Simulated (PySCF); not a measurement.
PySCF input (BP86/6-31G* (5d)):

```python
from pyscf import gto, dft

mol = gto.M(
    atom='''
    O    -0.18076600    1.81452200   -0.69645900
    Si   -0.02871200    0.49363000    0.28003100
    Cl    1.70252400   -0.52665400   -0.07072200
    Cl   -1.59247800   -0.79978300    0.07289900
    H    -0.02268200    1.12244300    1.61421700
    ''',
    basis='6-31g*',
    charge=0,
    spin=1,
    verbose=4,
)

mf = dft.UKS(mol, xc='bp86')
mf.grids.level = 3
mf.conv_tol = 1e-9
mf.max_cycle = 100
mf.max_memory = 1500
mf.kernel()
if not mf.converged:
    mf = mf.newton()
    mf.kernel(mf.make_rdm1())
mo, _, stable, _ = mf.stability(return_status=True)
if not stable:
    mf.kernel(mf.make_rdm1(mo, mf.mo_occ))
    stable = mf.stability(return_status=True)[2]
mf.dip_moment()
```

Output:

```
PySCF version 2.14.0

[INPUT] verbose = 4
[INPUT] num. atoms = 5
[INPUT] num. electrons = 57
[INPUT] charge = 0
[INPUT] spin (= nelec alpha-beta = 2S) = 1
[INPUT] symmetry False subgroup None
[INPUT] Mole.unit = angstrom
[INPUT] Symbol           X                Y                Z      unit          X                Y                Z       unit  Magmom
[INPUT]  1 O     -0.180766000000   1.814522000000  -0.696459000000 AA   -0.341598232633   3.428949626998  -1.316116766988 Bohr   0.0
[INPUT]  2 Si    -0.028712000000   0.493630000000   0.280031000000 AA   -0.054257816489   0.932825506869   0.529181896388 Bohr   0.0
[INPUT]  3 Cl     1.702524000000  -0.526654000000  -0.070722000000 AA    3.217304080499  -0.995231822407  -0.133645210981 Bohr   0.0
[INPUT]  4 Cl    -1.592478000000  -0.799783000000   0.072899000000 AA   -3.009347279395  -1.511370829083   0.137759144755 Bohr   0.0
[INPUT]  5 H     -0.022682000000   1.122443000000   1.614217000000 AA   -0.042862767957   2.121109860435   3.050428035617 Bohr   0.0

nuclear repulsion = 265.450246469967
number of shells = 32
number of NR pGTOs = 184
number of NR cGTOs = 70
basis = 6-31g*
ecp = {}

******** <class 'pyscf.dft.uks.UKS'> ********
method = UKS
initial guess = minao
damping factor = 0
level_shift factor = 0
DIIS = <class 'pyscf.scf.diis.CDIIS'>
diis_start_cycle = 1
diis_space = 8
diis_damp = 0
SCF conv_tol = 1e-09
SCF conv_tol_grad = None
SCF max_cycles = 100
direct_scf = True
direct_scf_tol = 1e-13
number electrons alpha = 29  beta = 28
XC library pyscf.dft.libxc version 7.1.2
    S. Lehtola, C. Steigemann, M. J. T. Oliveira, and M. A. L. Marques,  SoftwareX 7, 1–5 (2018)
XC functionals = bp86
    A. D. Becke,  Phys. Rev. A 38, 3098 (1988)
    J. P. Perdew,  Phys. Rev. B 33, 8822 (1986)
    J. P. Perdew,  Phys. Rev. B 34, 7406–7406 (1986)
radial grids:
    Treutler-Ahlrichs [JCP 102, 346 (1995); DOI:10.1063/1.469408] (M4) radial grids

becke partition: Becke, JCP 88, 2547 (1988); DOI:10.1063/1.454033
pruning grids: <function nwchem_prune>
grids dens level: 3
symmetrized grids: False
atomic radii adjust function: <function treutler_atomic_radii_adjust>
small_rho_cutoff = 0
Set gradient conv threshold to 3.16228e-05
tot grids = 80832
init E= -1286.13546830245
  alpha nocc = 29  HOMO = -0.338650326988851  LUMO = -0.0403899781176791
  beta  nocc = 28  HOMO = -0.343522416465281  LUMO = -0.33865032698885

WARN: HOMO -0.338650326988851 >= LUMO -0.33865032698885

cycle= 1 E= -1285.4601363674  delta_E= 0.675  |g|= 0.778  |ddm|= 1.73
  alpha nocc = 29  HOMO = -0.0623166385126805  LUMO = -0.0225127502267091
  beta  nocc = 28  HOMO = -0.0788334866980254  LUMO = -0.058199294362324
  HOMO = -0.0623166385127  LUMO = -0.0581992943623  gap/eV = 0.11204
cycle= 2 E= -1278.69249232209  delta_E= 6.77  |g|= 2.55  |ddm|= 6.55
  alpha nocc = 29  HOMO = -0.263489200928571  LUMO = -0.0141826026019887
  beta  nocc = 28  HOMO = -0.268041879156582  LUMO = -0.258532321210921
  HOMO = -0.263489200929  LUMO = -0.258532321211  gap/eV = 0.13488
cycle= 3 E= -1285.7195079668  delta_E= -7.03  |g|= 0.309  |ddm|= 6.43
  alpha nocc = 29  HOMO = -0.221173968005338  LUMO = -0.0413103315532211
  beta  nocc = 28  HOMO = -0.221324438079662  LUMO = -0.210801648383286
  HOMO = -0.221173968005  LUMO = -0.210801648383  gap/eV = 0.28225
cycle= 4 E= -1285.69583481609  delta_E= 0.0237  |g|= 0.423  |ddm|= 1.34
  alpha nocc = 29  HOMO = -0.278293838030585  LUMO = -0.0442779188677784
  beta  nocc = 28  HOMO = -0.251719601196004  LUMO = -0.239354333865182
  HOMO = -0.251719601196  LUMO = -0.239354333865  gap/eV = 0.33648
cycle= 5 E= -1285.78834626948  delta_E= -0.0925  |g|= 0.201  |ddm|= 0.441
  alpha nocc = 29  HOMO = -0.284591852079811  LUMO = -0.035135795437149
  beta  nocc = 28  HOMO = -0.264350798989801  LUMO = -0.245854110865584
  HOMO = -0.26435079899  LUMO = -0.245854110866  gap/eV = 0.50332
cycle= 6 E= -1285.80238941783  delta_E= -0.014  |g|= 0.129  |ddm|= 0.128
  alpha nocc = 29  HOMO = -0.297943042370007  LUMO = -0.0362243660439439
  beta  nocc = 28  HOMO = -0.286637833470289  LUMO = -0.264033762798726
  HOMO = -0.28663783347  LUMO = -0.264033762799  gap/eV = 0.61509
cycle= 7 E= -1285.81149906301  delta_E= -0.00911  |g|= 0.029  |ddm|= 0.148
  alpha nocc = 29  HOMO = -0.296000687648709  LUMO = -0.0321837962011071
  beta  nocc = 28  HOMO = -0.286093842475777  LUMO = -0.26460821105112
  HOMO = -0.286093842476  LUMO = -0.264608211051  gap/eV = 0.58465
cycle= 8 E= -1285.81195525964  delta_E= -0.000456  |g|= 0.00644  |ddm|= 0.0374
  alpha nocc = 29  HOMO = -0.296844101620352  LUMO = -0.0326154381258719
  beta  nocc = 28  HOMO = -0.286996500490849  LUMO = -0.265891429229268
  HOMO = -0.286996500491  LUMO = -0.265891429229  gap/eV = 0.57430
cycle= 9 E= -1285.81198258086  delta_E= -2.73e-05  |g|= 0.00173  |ddm|= 0.00973
  alpha nocc = 29  HOMO = -0.296884989582906  LUMO = -0.0326209868271299
  beta  nocc = 28  HOMO = -0.287125249066765  LUMO = -0.266272199988053
  HOMO = -0.287125249067  LUMO = -0.266272199988  gap/eV = 0.56744
cycle= 10 E= -1285.81198413705  delta_E= -1.56e-06  |g|= 0.00042  |ddm|= 0.00238
  alpha nocc = 29  HOMO = -0.296858021939568  LUMO = -0.0326035591408722
  beta  nocc = 28  HOMO = -0.287037150106562  LUMO = -0.266173580466039
  HOMO = -0.287037150107  LUMO = -0.266173580466  gap/eV = 0.56773
cycle= 11 E= -1285.81198423829  delta_E= -1.01e-07  |g|= 6.11e-05  |ddm|= 0.000597
  alpha nocc = 29  HOMO = -0.296861256117106  LUMO = -0.0326054404287999
  beta  nocc = 28  HOMO = -0.287028592943344  LUMO = -0.26616458735329
  HOMO = -0.287028592943  LUMO = -0.266164587353  gap/eV = 0.56774
cycle= 12 E= -1285.81198424048  delta_E= -2.19e-09  |g|= 3.12e-05  |ddm|= 0.00012
  alpha nocc = 29  HOMO = -0.296862574714674  LUMO = -0.0326036543933532
  beta  nocc = 28  HOMO = -0.287031592390478  LUMO = -0.26616827103491
  HOMO = -0.28703159239  LUMO = -0.266168271035  gap/eV = 0.56772
cycle= 13 E= -1285.8119842411  delta_E= -6.25e-10  |g|= 3.42e-06  |ddm|= 4.38e-05
  alpha nocc = 29  HOMO = -0.296862679535219  LUMO = -0.032603817537221
  beta  nocc = 28  HOMO = -0.287031655641276  LUMO = -0.266168266436626
  HOMO = -0.287031655641  LUMO = -0.266168266437  gap/eV = 0.56772
Extra cycle  E= -1285.8119842411  delta_E= 2.73e-12  |g|= 3.66e-06  |ddm|= 7.95e-06
converged SCF energy = -1285.8119842411  <S^2> = 0.75242083  2S+1 = 2.0024194
uhf_internal: lowest eigs of H = [0.00924393 0.08600709 0.08929649]
<class 'pyscf.dft.uks.UKS'> wavefunction is stable in the internal stability analysis
Dipole moment(X, Y, Z, Debye):  0.05904, -0.04008,  1.27898
```

The geometry given is a B3LYP-D3(BJ)/def2-TZVP minimum.
